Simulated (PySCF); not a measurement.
Match the calculated data to a structure.

All candidates are C3H8O2Si.

| technique | computed result |
| --- | --- |
| XPS | Si2p3/2 107.2, C1s 290.9, C1s 292.3, C1s 293.7, O1s 538.2, O1s 538.3, Si1s 1847.0 eV [ΔSCF SCAN, pcX-2 on the ionised atom, pcseg-1 elsewhere, spin-free X2C, 2p3/2 from a spin–orbit splitting computed afterwards within the 2p shell] |
| Rotational structure | rotational constants A, B, C: 6.249, 2.064, 1.884 GHz [GFN2-xTB] |
| Polarisability | 66.3 au [PBE0/def2-SVPD] |
| 13C NMR | chemical shifts (computed TMS as zero) by class: 102.6 (1 C), 66.8 (1 C), 35.2 (1 C) ppm [GIAO PBE0/pcSseg-1] |
| UV, strongest line | among the 8 lowest singlet transitions: S8 at 8.12 eV (153 nm, f = 0.037) [TDDFT PBE0/def2-SVPD] |
| UV, first state | lowest singlet excitation: 6.95 eV (178 nm, f = 0.005) [TDDFT PBE0/def2-SVPD] |
| NMR, other nuclei | isotropic shieldings of nuclei other than C and H, by class: 247 (1 O), 251 (1 O), 397 (1 Si) ppm [GIAO PBE0/pcSseg-1] |

Gas-phase values; electronic properties from PySCF, density fitting. Levels stand in brackets. Isolated species at its GFN2-xTB geometry (one conformer only). NMR values are class means; diastereotopic atoms form classes of their own.

Task: Which candidate is it?
A. `CC(=O)C[SiH2]O`
B. `C[SiH]1OCCO1`
C. `O=C(O)CC[SiH3]`
D. `[SiH3]O[C@@H]1CCO1`
E. `CO[SiH2]C(C)=O`

Result: D. It is `[SiH3]O[C@@H]1CCO1`. Numbering: `[SiH3:1][O:2][C@@H:3]1[CH2:4][CH2:5][O:6]1`. Its formula, C3H8O2Si, gives 1 degree of unsaturation: 1 ring and 0 π bonds in the structure found. 3 carbons fall into 3 classes; from least to most shielded: sp3 carbon bearing two oxygens [C3] (102.6 ppm), ring sp3 carbon bound to oxygen [C5] (66.8 ppm), four-membered-ring carbon [C4] (35.2 ppm). The other shieldings belong to: 247 ppm, cyclic ether oxygen [O6]; 251 ppm, silyl ether oxygen [O2]; 397 ppm, oxygen-bound silicon [Si1]. The core levels belong to: Si2p3/2 107.2 eV, oxygen-bound silicon [Si1]; C1s 290.9 eV, four-membered-ring carbon [C4]; C1s 292.3 eV, sp3 carbon bound to oxygen [C5]; C1s 293.7 eV, sp3 carbon bearing two oxygens [C3]; O1s 538.2 eV, silyl ether oxygen [O2]; O1s 538.3 eV, cyclic ether oxygen [O6]; Si1s 1847.0 eV, oxygen-bound silicon [Si1]. The optimised geometry has point group C1 and is an asymmetric top.

The others, at the same levels:
- `CC(=O)C[SiH2]O` fails: its computed 13C shifts are 216.6 (1 C), 36.6 (1 C), 35.0 (1 C) ppm, rotational constant A is 4.913 GHz (against 6.249 GHz) and smallest rotational constant is 1.648 GHz (against 1.884 GHz).
- `C[SiH]1OCCO1` fails: it has 2 carbon classes against 3; its computed 13C shifts are 65.8 (2 C), 0.2 (1 C) ppm, lowest singlet excitation is 7.24 eV (171 nm, f = 0.002) (against 6.95 eV) and static isotropic polarisability is 64.1 au (against 66.3 au).
- `CO[SiH2]C(C)=O` fails: its computed 13C shifts are 246.7 (1 C), 54.1 (1 C), 41.4 (1 C) ppm and smallest rotational constant is 1.335 GHz (against 1.884 GHz).
- `O=C(O)CC[SiH3]` fails: its computed core binding energies are Si2p3/2 106.1, C1s 290.3, C1s 291.4, C1s 295.1, O1s 538.1, O1s 540.3, Si1s 1845.9 eV, rotational constant A is 5.955 GHz (against 6.249 GHz) and smallest rotational constant is 1.468 GHz (against 1.884 GHz).

Each candidate is one conformer, not necessarily the lowest. Dipoles, sizes and rotational constants follow the conformer. The torsions of the flexible species, by atom-mapped SMILES:
- `[SiH3:1][O:2][C@@H:3]1[CH2:4][CH2:5][O:6]1`: Si1–O2–C3–C4 92°
- `[CH3:1][C:2](=[O:3])[CH2:4][SiH2:5][OH:6]`: C1–C2–C4–Si5 -109°, C2–C4–Si5–O6 -46°, H–O6–Si5–C4 15°
- `[CH3:1][O:2][SiH2:3][C:4]([CH3:5])=[O:6]`: C1–O2–Si3–C4 180°, O2–Si3–C4–C5 2°
- `[O:1]=[C:2]([OH:3])[CH2:4][CH2:5][SiH3:6]`: O1–C2–C4–C5 -29°, C2–C4–C5–Si6 48°, H–O3–C2–O1 -1°

The conformers of `C[SiH]1OCCO1` aren't listed.
